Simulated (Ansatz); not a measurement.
C2H6F2Si2 (`FC1(F)C[SiH]1[SiH3]`), relaxed with RKS PBE0-D4/def2-TZVP in Ansatz from a PBE-D4/def2-SVP geometry. The force threshold is 0.005 eV/Å; the program also tests the step.

Total charge 0; spin multiplicity 1.

Start:

```xyz
12

F    -2.097   -1.842   -0.524
C    -0.900   -1.306   -0.165
F     0.099   -2.183   -0.463
C    -0.828   -0.674    1.201
Si   -0.581    0.582   -0.233
Si    1.597    1.291   -0.655
H     0.036   -0.963    1.822
H    -1.782   -0.629    1.754
H    -1.769    1.452   -0.509
H     1.963    2.489    0.183
H     1.764    1.644   -2.109
H     2.498    0.140   -0.303
```

```
        step  energy (eV)  largest force (eV/Å)  largest move (Å)
           1  -23348.8103                 0.533             0.000
           2  -23348.8524                 0.302             0.033
           3  -23348.8591                 0.067             0.020
           4  -23348.8595                 0.021             0.011
           5  -23348.8598                 0.017             0.012
6 (rejected)  -23348.8596                 0.049             0.027
           7  -23348.8599                 0.004             0.013
           8  -23348.8600                 0.012             0.021
           9  -23348.8601                 0.013             0.013
          10  -23348.8601                 0.005             0.017
          11  -23348.8601                 0.006             0.005
          12  -23348.8601                 0.003             0.003
```

End:

```xyz
12

F    -2.111   -1.794   -0.518
C    -0.908   -1.285   -0.175
F     0.048   -2.193   -0.475
C    -0.820   -0.681    1.198
Si   -0.558    0.563   -0.206
Si    1.602    1.289   -0.651
H     0.032   -0.997    1.792
H    -1.756   -0.644    1.747
H    -1.720    1.434   -0.498
H     1.901    2.517    0.132
H     1.760    1.586   -2.098
H     2.532    0.204   -0.251
```

Hardware: 2 threads of an AMD EPYC 7R13 on a shared host and a share of an NVIDIA H100 80 GB. Wall time 17 s, peak host memory 0.9 GiB.
